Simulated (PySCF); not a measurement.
# Löwdin shares of the frontier orbitals

Compound: C4H11NS2Si.
Cartesian coordinates in Å at the PBE0-D3(BJ)/def2-SVP level; atoms count from 1:
```
atom  x, y, z in Å
C1    -2.4122    0.1793   -0.8637
N2    -1.3022    0.5002   -0.0020
C3    -1.5868    0.3871    1.4074
Si4    0.3088    0.6433   -0.5918
S5     1.3117    2.2019    0.4970
C6     2.8631    1.2917    0.8289
C7     2.6004   -0.1721    1.1170
S8     1.7169   -0.9683   -0.2726
H9    -2.1358    0.3156   -1.9196
H10   -2.7558   -0.8662   -0.7373
H11   -3.2756    0.8385   -0.6563
H12   -0.7246    0.7311    1.9974
H13   -1.8227   -0.6527    1.7065
H14   -2.4503    1.0190    1.6850
H15    0.1648    0.8375   -2.0597
H16    3.3251    1.7829    1.6999
H17    3.5386    1.4025   -0.0326
H18    2.0212   -0.2921    2.0456
H19    3.5492   -0.7186    1.2331
```

Computed, not measured: TDDFT wB97X-D/def2-SVPD, vertical, gas phase, core orbitals frozen in the response (PySCF 2.14.0, density-fitted response routines).

Kohn–Sham orbitals with the atoms that hold most of them (Löwdin shares over 4%, at most four atoms; ? is withheld):

```
orbital  ε (eV)                           atoms
 LUMO+2    2.12   S5 45%, Si4 15%, S8 8%, C6 6%
 LUMO+1    2.04   S8 36%, Si4 12%, S5 8%, C1 7%
   LUMO    1.44                               ?
   HOMO       ?    N2 40%, S8 23%, C1 7%, C3 6%
 HOMO-1   -8.83                               ?
 HOMO-2   -9.07   S8 39%, S5 26%, Si4 9%, C7 5%
 HOMO-3  -10.34  S5 39%, S8 32%, Si4 11%, N2 5%
```

(1) Give the leading atoms of the LUMO.

(2) Give the leading atoms of the HOMO-1.

(3) What is the HOMO energy, and the HOMO–LUMO gap?

Results:

(1) S8 (bonded to C and Si) 29%; S5 (bonded to C and Si) 27%; Si4 (bonded to N, 2 S and H) 14%; C7 (bonded to C, S and 2 H) 8%. By element: sulfur 57%, silicon 14%, carbon 8% or more.

(2) S5 (bonded to C and Si) 44%; S8 (bonded to C and Si) 18%; Si4 (bonded to N, 2 S and H) 8%; N2 (bonded to 2 C and Si) 7%. By element: sulfur 62%, silicon 8%, nitrogen 7%.

(3) ε(HOMO) = -8.29 eV; the gap is 9.73 eV (0.3575 hartree).

Q: How does S1 compare with the orbital gap of 9.73 eV?

A: S1 is at 5.35 eV (f = 0.0006), 4.38 eV below the gap, made of HOMO→LUMO (54%), HOMO-1→LUMO (26%). 

Next come S2 at 5.70 eV (f 0.0014), HOMO-2→LUMO (39%), HOMO-1→LUMO (32%); S3 at 6.03 eV (f 0.0089), HOMO-2→LUMO (33%), HOMO→LUMO (22%), HOMO-1→LUMO (20%); S4 at 6.41 eV (f 0.079), HOMO→LUMO+1 (61%); S5 at 6.47 eV (f 0.038), HOMO→LUMO+2 (73%).

Löwdin shares depend on the basis, the more so with diffuse functions.

One conformer stands for the species.

Without π bonds the low states are Rydberg-like; a valence basis with one diffuse set may place them up to an eV too high.
